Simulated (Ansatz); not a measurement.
# What each rung costs, and what it gives

Saddle point of BH$_{3}$Cl$_{3}$OF, closed shell (BCl₃ ([Cl][B]([Cl])[Cl]) + H₂O + HF → BHCl₂O ([OH][B]([Cl])[Cl]) + HCl + HF; bonds formed: Cl2–H7, H5–F8; dative contacts that become bonds: B1–O6; bonds broken: B1–Cl2, H5–O6, H7–F8), PBE0-D4/def2-TZVP structure:

| atom | x (Å) | y (Å) | z (Å) |
| --- | --- | --- | --- |
| B1 | -0.7440 | 0.3054 | -0.5763 |
| Cl2 | 1.3202 | 0.3851 | -1.1981 |
| Cl3 | -1.5947 | -0.5250 | -1.9080 |
| Cl4 | -1.1609 | 1.9936 | -0.2193 |
| H5 | 0.4590 | -0.3244 | 1.2132 |
| O6 | -0.6400 | -0.5079 | 0.6236 |
| H7 | 1.6641 | 0.1964 | 0.2254 |
| F8 | 1.5045 | -0.0867 | 1.4140 |
| H9 | -0.8082 | -1.4367 | 0.4255 |

Barriers are electronic and count from the start structure reached by relaxing down the imaginary mode.

Program: Ansatz 0.2.0. Basis: as named in each row. Cores are frozen in the correlated methods. B3LYP uses VWN-RPA correlation. Extrapolation: Hartree–Fock as exp(−7.88 √X), correlation as X^−2.97.

Times are rough, for one single point on 8 threads of a shared host (Arm Neoverse V2).

The estimate by CCSD(T) at an estimated basis limit (MP2 extrapolated from triple and quadruple zeta, plus CCSD(T) − MP2 in triple zeta) is 14.57 kcal/mol.

```json
{"method": "HF", "basis": "STO-3G", "time (s)": "under 1", "barrier (kcal/mol)": "17.28", "method less estimate": "2.71"}
{"method": "PBE-D4", "basis": "STO-3G", "time (s)": "under 1", "barrier (kcal/mol)": "-15.04", "method less estimate": "-29.61"}
{"method": "SPW92", "basis": "def2-SVP", "time (s)": "under 1", "barrier (kcal/mol)": "1.22", "method less estimate": "-13.35"}
{"method": "B3LYP-D4", "basis": "6-31G", "time (s)": "under 1", "barrier (kcal/mol)": "11.65", "method less estimate": "-2.92"}
{"method": "PBE-D4", "basis": "def2-SVP", "time (s)": "under 1", "barrier (kcal/mol)": "5.61", "method less estimate": "-8.96"}
{"method": "PBE0-D4", "basis": "def2-SVP", "time (s)": "under 1", "barrier (kcal/mol)": "9.68", "method less estimate": "-4.89"}
{"method": "SPW92", "basis": "def2-TZVPP", "time (s)": "1", "barrier (kcal/mol)": "2.78", "method less estimate": "-11.79"}
{"method": "PBE-D4", "basis": "def2-TZVPP", "time (s)": "2", "barrier (kcal/mol)": "7.13", "method less estimate": "-7.44"}
{"method": "BLYP-D4", "basis": "def2-TZVPP", "time (s)": "2", "barrier (kcal/mol)": "7.99", "method less estimate": "-6.58"}
{"method": "B3LYP-D4", "basis": "def2-TZVPP", "time (s)": "2", "barrier (kcal/mol)": "10.67", "method less estimate": "-3.90"}
{"method": "BHLYP-D4", "basis": "def2-TZVPP", "time (s)": "3", "barrier (kcal/mol)": "14.75", "method less estimate": "0.18"}
{"method": "CAM-B3LYP-D4", "basis": "def2-TZVPP", "time (s)": "3", "barrier (kcal/mol)": "11.26", "method less estimate": "-3.32"}
{"method": "PBE0-D4", "basis": "def2-TZVPP", "time (s)": "3", "barrier (kcal/mol)": "10.69", "method less estimate": "-3.88"}
{"method": "wB97M-V", "basis": "def2-SVP", "time (s)": "3", "barrier (kcal/mol)": "11.74", "method less estimate": "-2.83"}
{"method": "r2SCAN-D4", "basis": "def2-TZVPP", "time (s)": "4", "barrier (kcal/mol)": "8.47", "method less estimate": "-6.10"}
{"method": "r2SCAN0-D4", "basis": "def2-TZVPP", "time (s)": "4", "barrier (kcal/mol)": "11.25", "method less estimate": "-3.32"}
{"method": "RPA on PBE", "basis": "def2-TZVPP", "time (s)": "4", "barrier (kcal/mol)": "12.35", "method less estimate": "-2.22"}
{"method": "CCSD(T)", "basis": "def2-SVP", "time (s)": "4", "barrier (kcal/mol)": "14.11", "method less estimate": "-0.46"}
{"method": "PBE-QIDH", "basis": "def2-TZVPP", "time (s)": "4", "barrier (kcal/mol)": "13.10", "method less estimate": "-1.47"}
{"method": "B2PLYP", "basis": "def2-TZVPP", "time (s)": "5", "barrier (kcal/mol)": "12.03", "method less estimate": "-2.54"}
{"method": "wB97X-V", "basis": "def2-TZVPP", "time (s)": "6", "barrier (kcal/mol)": "12.82", "method less estimate": "-1.75"}
{"method": "B97M-V", "basis": "def2-TZVPP", "time (s)": "6", "barrier (kcal/mol)": "13.34", "method less estimate": "-1.23"}
{"method": "wB97M-V", "basis": "def2-TZVPP", "time (s)": "7", "barrier (kcal/mol)": "12.99", "method less estimate": "-1.58"}
{"method": "MP2", "basis": "def2-QZVPP", "time (s)": "16", "barrier (kcal/mol)": "13.50", "method less estimate": "-1.07"}
{"method": "CCSD(T)", "basis": "def2-TZVPP", "time (s)": "170", "barrier (kcal/mol)": "13.70", "method less estimate": "-0.87"}
```

All methods are single points on the PBE0-D4 structures; a negative value means that the method puts the saddle structure below the start.

The T1 diagnostic stays at or below 0.011.

Labels in which every atom is bracketed show which atoms are joined, not bond orders.
